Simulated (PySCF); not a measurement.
C₃H₁₀OSi₂, SMILES [SiH2]([SiH2]C(=O)C)C. Heavy atoms are numbered as in [CH3:1][SiH2:2][SiH2:3][C:4]([CH3:5])=[O:6]. Hydrogens are named by the atom that carries them.

The structure is a stationary point at ωB97X-D3(BJ)/def2-SVP. The structure was generated by enumeration, and PubChem lists no compound with its InChIKey, so it may never have been made. One conformer was computed; it need not be the lowest.

Calculation: KT2/pcSseg-1 (PySCF).

GIAO shieldings, no solvent; atoms alike by connectivity are averaged. δ = σ(ref) − σ: ¹³C against TMS (σ = 185.1 ppm); ²⁹Si against TMS (σ = 361.9 ppm); ¹⁷O against H2O (σ = 330.4 ppm); ¹H against TMS (σ = 31.47 ppm), references at their B3LYP-D3(BJ)/def2-TZVP geometries, non-relativistic.

```tsv
atoms	nucleus	count	δ (ppm)
C4	¹³C	1	224.5
C5 (CH3)	¹³C	1	…
C1 (CH3)	¹³C	1	…
Si2 (SiH2)	²⁹Si	1	-71.6
Si3 (SiH2)	²⁹Si	1	…
O6	¹⁷O	1	787.5
H on Si3	¹H	2	4.68
H on Si2	¹H	2	…
H on C5	¹H	3	…
H on C1	¹H	3	0.49
```

Question: Fill in the missing entries. (Estimate from the structure and the level; the computed values follow.)

Answer: 
- C5 (CH3), δ (ppm): 43.5
- H on C5, δ (ppm): 2.67
- H on Si2, δ (ppm): 4.31
- C1 (CH3), δ (ppm): -8.2
- Si3 (SiH2), δ (ppm): -80.2
